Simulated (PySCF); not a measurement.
Computed with PBE0/[Re def2-SVP with ECP60, O def2-SVP, F def2-SVP], scalar-relativistic core potentials, density fitting, no spin–orbit coupling, PySCF. Open shells, if any, are unrestricted.

Question: What spin state, shape and geometry does isolated ReOF₂ take (every ligand bound to Re)?

Answer: Formally Re is in oxidation state +4, d3, with 1 unpaired electron (the high-spin count would be 3). The Mulliken spin on Re is 0.99. The polar-tensor charge on Re, 1.66, is far below the formal one. The lowest minimum found is a doublet of C2v symmetry with Re–F 1.845 Å (×2), Re–O 1.648 Å; F–Re–F 119.6°, F–Re–O 120.2° (×2). Its harmonic wavenumbers are 170 (a1), 202 (b2), 207 (b1), 717 (b2), 718 (a1), 1125 (a1) cm⁻¹ and its dipole moment is 0.26 D.

This need not be the most stable arrangement of these atoms. With open d or f shells other occupations or spin states may lie lower. No spin–orbit coupling is included, which matters more the heavier the element.
